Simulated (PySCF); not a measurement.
## Electron correlation in Ge (germanium, neutral)

[Ar] 3d10 4s2 4p2, high-spin 3P determinant. All numbers are calculated (PySCF 2.14, scalar relativity by spin-free X2C-1e, in jorge-DZP-DKH (8s6p2d1f, 43 functions)). Frozen: [Ar] 3d10; 4 electrons correlated.

MP2 pair energies summed by pair of shells (mhartree):

| pair | energy | share (%) |
| --- | --- | --- |
| 4s-4s | -11.57 | 50.7 |
| 4s-4p | -10.16 | 44.6 |
| 4p-4p | -1.06 | 4.7 |

Total MP2 correlation energy: -22.79 mhartree.

Same-spin part -2.71 and opposite-spin part -20.08 mhartree; SCS-MP2 scales them by 1/3 and 6/5 to -25.00 mhartree.

| level | correlation energy (mhartree) |
| --- | --- |
| CCSD | -31.04 |
| (T) | -0.22 |
| CCSD(T) | -31.26 |

Diagnostics: T1 = 0.0046, D1 = 0.0109, largest double amplitude 0.103.

Cost of the coupled-cluster step: 0.28 s of wall time on 1 thread of Neoverse-V2 (shared host), for 4 correlated electrons.
